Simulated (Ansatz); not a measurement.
Mulliken charges of `NC(=O)[O][GeH3]` from r2SCAN/def2-TZVPP in Ansatz (PBE0-D4/def2-TZVP geometry).

| atom | x (Å) | y (Å) | z (Å) | charge (e) |
| --- | --- | --- | --- | --- |
| N1 | -0.630 | 1.168 | -1.615 | -0.350 |
| C2 | -0.515 | 0.259 | -0.624 | 0.486 |
| O3 | -1.353 | -0.581 | -0.358 | -0.429 |
| O4 | 0.632 | 0.373 | 0.046 | -0.421 |
| Ge5 | 0.766 | -0.872 | 1.378 | 0.326 |
| H6 | -1.466 | 1.173 | -2.166 | 0.201 |
| H7 | 0.090 | 1.847 | -1.773 | 0.192 |
| H8 | 0.766 | -2.273 | 0.765 | 0.006 |
| H9 | -0.349 | -0.644 | 2.399 | 0.006 |
| H10 | 2.142 | -0.501 | 1.948 | -0.017 |

Problem. By hand: the dipole of these point charges (1 e Å = 4.8032 D).

Solution. Σ q r = (0.223, 0.106, 0.056) e Å, of length 0.253 e Å = 1.22 D.

Problem. How does the dipole of the full density compare? (Estimate.)

Solution. Ansatz gave: (0.238, 0.344, -0.164) e Å, 2.16 D; the point charges give 0.56 times that, at 45° from its direction.

Point charges leave out the atoms' own dipoles, such as those of lone pairs, and Mulliken's split depends on the basis, so the two needn't agree.
